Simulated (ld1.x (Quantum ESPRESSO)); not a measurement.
Logarithmic derivatives: Ba (Z = 56), ultrasoft

```
Element                 : Ba
Generator               : ld1.x (Quantum ESPRESSO) 7.5
Type                    : ultrasoft
Functional              : LDA (PZ)
Relativity              : fully relativistic
Frozen core             : [Xe]
Valence charge          : 2
Reference configuration : 5d0 6s1 6p0 (charge +1)
Partial waves           : 6s (bound): rcut 2.45, rcutus 3.40 bohr; 6s channel at 0.35 Ry: rcut 2.45, rcutus 3.40 bohr; 6p (bound, empty): rcut 3.10, rcutus 3.85 bohr; 6p channel at -0.05 Ry: rcut 3.10, rcutus 3.85 bohr; 5d (bound, empty): rcut 2.05, rcutus 2.60 bohr; 5d channel at 0.3 Ry: rcut 2.05, rcutus 2.60 bohr
Local potential         : all-electron potential smoothed inside 3.75 bohr (lloc = -1)
Core correction         : a·sin(br)/r model core inside 1.70 bohr
Augmentation charge     : built from norm-conserving waves at rcut, not smoothed further
```

Open shells are filled in proportion to 2j + 1 (rel_dist='average').

The phase is arctan(r·u′/u) with u = r·R(r), unwrapped; energies in Ry, scanned from -3 to 5 Ry. A pole is an energy at which the radial function vanishes at the test radius. The pseudo phase is shifted by a multiple of π to meet the all-electron one at the reference energy, and phase errors are pseudo minus all-electron; the curves can meet again beyond the range given. Levels narrower than the energy grid can be missing from the lists of poles.

Task: For each channel, where are the poles, and over which energies does the pseudopotential scatter like the atom?

Result:

| channel | radius (bohr) | reference energy (Ry) | poles, all-electron | poles, pseudo | unbroken range about the reference energy with phases within 0.05 rad | phase error 1 Ry above the reference energy (rad) |
| --- | --- | --- | --- | --- | --- | --- |
| s | 4.18 | -0.57 | -2.89, 0.31, 4.06 | -0.01 | not even at the reference energy | -0.071 |
| p1/2 | 4.18 | -0.39 | -1.88, 0.90, 4.77 | -2.07, 0.59 | not even at the reference energy | -0.070 |
| p3/2 | 4.18 | -0.37 | -1.72, 1.03, 4.97 | 0.64 | not even at the reference energy | -0.092 |
| d3/2 | 4.18 | -0.54 | -0.30, 2.27 | -0.64, 1.99 | not even at the reference energy | -0.886 |
| d5/2 | 4.18 | -0.53 | -0.28, 2.30 | -0.61, 2.03 | not even at the reference energy | -0.826 |

Note: ghost state, extra bound levels that the all-electron valence spectrum of the same l lacks: p1/2 at -15.7 eV (s, p3/2 not tested). A true bound ghost makes a file unfit for plane-wave use. Its overlap operator is not positive definite in a basis up to 400 Ry (lowest eigenvalue s -1.41, p3/2 -0.28), so the file is unfit for use: the generalised eigenproblem breaks down once the basis is large enough, and its test numbers describe a broken file. The potential misses its own reference levels by up to 2.3 eV, so it is not fit for use.

Phases in the p3/2 channel:

```json
{"E (Ry)": "-3.00", "all-electron": "1.409", "pseudo": "-1.730"}
{"E (Ry)": "-2.52", "all-electron": "1.385", "pseudo": "-1.750"}
{"E (Ry)": "-2.04", "all-electron": "1.328", "pseudo": "-1.780"}
{"E (Ry)": "-1.56", "all-electron": "-1.745", "pseudo": "-1.833"}
{"E (Ry)": "-1.08", "all-electron": "-1.862", "pseudo": "-1.955"}
{"E (Ry)": "-0.60", "all-electron": "-2.093", "pseudo": "-2.508"}
{"E (Ry)": "-0.12", "all-electron": "-3.559", "pseudo": "-4.343"}
{"E (Ry)": "0.36", "all-electron": "-4.502", "pseudo": "-4.650"}
{"E (Ry)": "0.84", "all-electron": "-4.675", "pseudo": "-4.745"}
{"E (Ry)": "1.32", "all-electron": "-4.762", "pseudo": "-4.806"}
{"E (Ry)": "1.80", "all-electron": "-4.846", "pseudo": "-4.867"}
{"E (Ry)": "2.28", "all-electron": "-5.005", "pseudo": "-4.949"}
{"E (Ry)": "2.76", "all-electron": "-6.000", "pseudo": "-5.108"}
{"E (Ry)": "3.24", "all-electron": "-7.525", "pseudo": "-5.609"}
{"E (Ry)": "3.72", "all-electron": "-7.719", "pseudo": "-6.955"}
{"E (Ry)": "4.20", "all-electron": "-7.791", "pseudo": "-7.474"}
{"E (Ry)": "4.68", "all-electron": "-7.833", "pseudo": "-7.631"}
```
